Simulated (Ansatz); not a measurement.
Reaction (substitution at a C–C bond): `CCC(C(C)=O)C(C)=O` + `N[AsH2]` → `CC[AsH]N` + `CC(=O)CC(C)=O`

Calculated with Ansatz (gas phase, PBE0-D4/def2-TZVP geometries, no zero-point term in ΔE). CCSD(T)/CBS is the MP2 limit (def2-TZVPP, def2-QZVPP) plus CCSD(T) − MP2 in def2-TZVPP, frozen cores. DFT in def2-TZVPP. For As outer-core shells are correlated without core-valence functions, which leaves a few kJ/mol of doubt a bond. Scalar relativity is left out up to krypton. One conformer a species, not always the lowest.

`CCC(C(C)=O)C(C)=O`:

Cartesian coordinates in Å:
```
C -2.155 1.048 -0.687
C -0.734 1.240 -0.186
C -0.154 -0.025 0.434
C 0.026 -1.182 -0.551
C 0.594 -0.854 -1.901
O -0.241 -2.311 -0.219
C 1.227 0.218 1.040
C 1.567 -0.612 2.241
O 1.991 1.014 0.554
H -2.822 0.745 0.124
H -2.216 0.278 -1.461
H -2.548 1.974 -1.112
H -0.077 1.585 -0.987
H -0.712 2.030 0.570
H -0.812 -0.413 1.216
H 1.454 -0.187 -1.803
H 0.874 -1.774 -2.410
H -0.152 -0.325 -2.500
H 1.306 -1.659 2.062
H 2.623 -0.512 2.487
H 0.961 -0.278 3.089
```

`N[AsH2]`:

```xyz
6

N     0.208    0.753   -0.554
As    0.381   -0.986    0.064
H    -0.532    1.285   -0.117
H     1.078    1.255   -0.448
H    -0.977   -1.457   -0.441
H    -0.158   -0.850    1.495
```

`CC[AsH]N`:

```xyz
12

C    -0.635    1.683   -0.503
C    -0.672    0.267    0.044
As    0.785   -0.837   -0.686
N     0.638   -2.234    0.524
H    -1.475    2.273   -0.128
H     0.284    2.199   -0.215
H    -0.691    1.694   -1.595
H    -0.604    0.258    1.134
H    -1.599   -0.241   -0.229
H     1.890   -0.001   -0.017
H     1.144   -3.049    0.207
H     0.935   -2.011    1.464
```

`CC(=O)CC(C)=O`:

```xyz
15

C     0.060    1.144   -1.912
C    -0.526    0.026   -1.106
O    -1.706   -0.217   -1.069
C     0.461   -0.777   -0.270
C     0.563   -0.087    1.085
C    -0.419   -0.538    2.122
O     1.364    0.794    1.268
H     0.683    0.728   -2.709
H    -0.730    1.755   -2.345
H     0.718    1.748   -1.281
H     0.073   -1.790   -0.164
H     1.450   -0.778   -0.727
H    -0.186   -1.565    2.419
H    -1.425   -0.555    1.695
H    -0.378    0.113    2.993
```

```csv
level,ΔE (eV)
PBE-D4,-0.18
ωB97X-V,-0.13
PBE0,-0.21
HF/def2-TZVPP,-0.22
SCS-MP2/def2-TZVPP,-0.18
HF/def2-QZVPP,-0.22
MP2/def2-QZVPP,-0.18
SCS-MP2/def2-QZVPP,-0.19
```

Question: What does CCSD(T)/CBS give? (Best estimate.)

Answer: Computed: -0.16 eV. The listed levels differ from it by -0.02, 0.03, -0.05, -0.06, -0.02, -0.06, -0.02, -0.03 eV.

Largest T1 diagnostic among the species: 0.015.

The D4 term adds +0.07 eV with B3LYP and +0.05 eV with PBE0; it sums over pairs of atoms, weighted by their polarisabilities, and B3LYP, whose exchange is more repulsive, gets the larger term. In def2-TZVPP, CCSD(T) changes the Hartree–Fock value by +0.08 eV (the triples alone add +0.01 eV) and MP2 by +0.06 eV.

B3LYP here is the variant with VWN-RPA as its local correlation; programs differ in this.
